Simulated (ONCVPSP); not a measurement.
**phosphorus: excitation energies, all-electron against ONCV**

```json
{
  "Element": "phosphorus",
  "Generator": "ONCVPSP 4.0.1",
  "Type": "optimised norm-conserving Vanderbilt (ONCV)",
  "Functional": "Wu-Cohen",
  "Relativity": "scalar-relativistic",
  "Frozen core": "[Ne]",
  "Valence charge": "5",
  "Reference configuration": "3s2 3p3",
  "Partial waves": "3s: rc 1.65 bohr, ncon 4, nbas 7, qcut 5.1 1/bohr, 3 projectors, debl 1.6 Ha; 3p: rc 1.80 bohr, ncon 4, nbas 8, qcut 4.3 1/bohr, 3 projectors, debl 2.7 Ha; d scattering state at 0.22 Ha: rc 1.90 bohr, ncon 4, nbas 8, qcut 4.9 1/bohr, 1 projector",
  "Local potential": "polynomial inside 1.55 bohr (lpopt 5, dvloc0 2 Ha)",
  "Core correction": "polynomial model core, fcfact 0.35"
}
```

Energies are relative to the spin-unpolarised reference configuration 3s2 3p3; without spin polarisation the order of configurations can differ from experiment.

| valence configuration | charge | ΔE all-electron (eV) | error AE − PS (meV) |
| --- | --- | --- | --- |
| 3s2 3p0 | +3 | 58.604 | +35 |
| 3s2 3p2.5 | +0.5 | 3.762 | -0.1 |

(1) What are ΔE and the potential's error for 3s2 3p2?

(2) What are ΔE and the potential's error for 3s2 3p1?

Levels in the configuration 3s2 3p2:

```tsv
level	all-electron (eV)	pseudo (eV)
3s	-23.260	-23.255
3p	-14.198	-14.195
```

Answers

(1) ΔE = 9.706 eV all-electron; the error (AE − PS) is +0.5 meV.

(2) ΔE = 28.846 eV all-electron; the error (AE − PS) is +8.2 meV.
